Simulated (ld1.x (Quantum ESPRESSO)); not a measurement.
**samarium (Sm), TM: configuration errors across variants**

samarium (Sm), norm-conserving Troullier–Martins (Kleinman–Bylander form), made with ld1.x (Quantum ESPRESSO) 7.5 (PBE, fully relativistic). Core [Kr] 4d10 4f6, reference 5s2 5p6 5d0 6s2 6p0. Waves: 5p (bound): rc 2.20 bohr; 5d (bound, empty): rc 2.95 bohr; 5s (bound): rc 2.30 bohr. Local part: the s channel. Core correction: none.

Open shells are filled in proportion to 2j + 1 (rel_dist='average').

Occupied shells without a wave of their own: 6s. They enter only through the test configuration that unscreens the potential.

All-electron excitation energies from the reference (eV): (1) 5s2 5p6 5d0 6s1 6p0 5.948; (2) 5s2 5p6 5d0 6s0 6p0 17.037; (3) 5s2 5p6 5d0 6s1.5 6p0 2.369; (4) 5s2 5p6 5d1 6s0 6p0 7.354; (5) 5s2 5p6 5d0 6s1 6p1 2.432; (6) 5s1 5p6 5d0 6s2 6p0 48.678; (7) 5s2 5p6 5d0.5 6s1.5 6p0 0.979.

For the base: The 6s level has no wave, so the channel is fitted at the deeper level alone: the likely source of the large errors.

Tests that are not counted but printed errors over 1 eV. “all radii scaled by about 0.75 (s 1.72, p 1.64, d 2.20 bohr)”: 5s2 5p6 5d0 6s1 6p1 (solver errors, printed error -8.1 eV). “all radii scaled by about 0.82 (s 1.90, p 1.80, d 2.42 bohr)”: 5s2 5p6 5d0 6s1 6p1 (solver errors, printed error -8.7 eV).

The file “base” misses its own reference levels by 0.9 eV. The file “all radii scaled by about 0.90 (s 2.06, p 1.98, d 2.66 bohr)” misses its own reference levels by 0.5 eV. The file “all radii scaled by about 1.06 (s 2.42, p 2.32, d 3.12 bohr)” misses its own reference levels by 1.1 eV. The file “all radii scaled by about 1.23 (s 2.84, p 2.72, d 3.64 bohr)” misses its own reference levels by 2.1 eV. The file “all radii scaled by about 1.29 (s 2.98, p 2.84, d 3.82 bohr)” misses its own reference levels by 2.5 eV. The file “all radii scaled by about 1.40 (s 3.22, p 3.08, d 4.14 bohr)” misses its own reference levels by 3.0 eV.

Errors AE − PS in meV (a dash: test not solved or not reliable):

| change | (1) | (2) | (3) | (4) | (5) | (6) | (7) | bound ghosts |
| --- | --- | --- | --- | --- | --- | --- | --- | --- |
| base | -1250 | -3454 | -528 | -2225 | -880 | -320 | -424 | none |
| all radii scaled by about 0.75 (s 1.72, p 1.64, d 2.20 bohr) | -177 | -493 | -74 | -264 | – | -503 | -58 | not determined |
| all radii scaled by about 0.82 (s 1.90, p 1.80, d 2.42 bohr) | -381 | -1056 | -160 | -625 | – | -399 | -126 | none |
| all radii scaled by about 0.90 (s 2.06, p 1.98, d 2.66 bohr) | -655 | -1816 | -276 | -1120 | -431 | -368 | -219 | none |
| all radii scaled by about 1.06 (s 2.42, p 2.32, d 3.12 bohr) | -1563 | -4339 | -658 | -2915 | -1152 | -130 | -569 | none |
| all radii scaled by about 1.23 (s 2.84, p 2.72, d 3.64 bohr) | -2174 | -6221 | -889 | -5029 | -1991 | +1626 | -1116 | not determined |
| all radii scaled by about 1.29 (s 2.98, p 2.84, d 3.82 bohr) | -2332 | -6657 | -952 | -5522 | -2219 | +1936 | -1237 | not determined |
| all radii scaled by about 1.40 (s 3.22, p 3.08, d 4.14 bohr) | -2488 | -7086 | -1017 | -6014 | -2480 | +2216 | -1355 | not determined |

**Question.** Give the same row for: all radii scaled by about 1.16 (s 2.68, p 2.56, d 3.42 bohr).

**Answer.** -1995, -5704, -818, -4449, -2877, +1218, -971; bound ghosts: not determined.
